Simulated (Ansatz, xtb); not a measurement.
Isomers of C2H10O2Si2 in order of energy

3 gas-phase structures of C2H10O2Si2, from a drawn sample of its isomers (lower ones may exist). Each was relaxed with GFN2-xTB; where two conformers were screened, the lower at r2SCAN-D4/def2-SVP//GFN2-xTB is listed:

A. `C[SiH2]O[Si@H](C)O`, a singlet
B. `CO[SiH2]O[SiH2]C`, a singlet
C. `CCO[SiH2]O[SiH3]`, a singlet

Question: Make a reasoned guess at their ranking by r2SCAN-D4/def2-SVP//GFN2-xTB single-point energy.

Answer: Calculated order at r2SCAN-D4/def2-SVP//GFN2-xTB: A (0.0), B (23.3), C (31.3) kcal/mol.

Energies above the lowest of each column, in kcal/mol:

```json
{"structure": "A", "GFN2-xTB": "11.0", "HF/STO-3G": "0.0", "r2SCAN-D4/def2-SVP//GFN2-xTB": "0.0"}
{"structure": "B", "GFN2-xTB": "8.5", "HF/STO-3G": "13.3", "r2SCAN-D4/def2-SVP//GFN2-xTB": "23.3"}
{"structure": "C", "GFN2-xTB": "0.0", "HF/STO-3G": "23.8", "r2SCAN-D4/def2-SVP//GFN2-xTB": "31.3"}
```

r2SCAN-D4/def2-SVP//GFN2-xTB puts A lowest; GFN2-xTB picks C. Some further structures that were screened fall inside this span and aren't listed. Flexible structures stand in one conformer each, not always the lowest. Frequencies (GFN2-xTB) were run for A alone.

Programs: Ansatz 0.2.0, xtb 6.7.1.
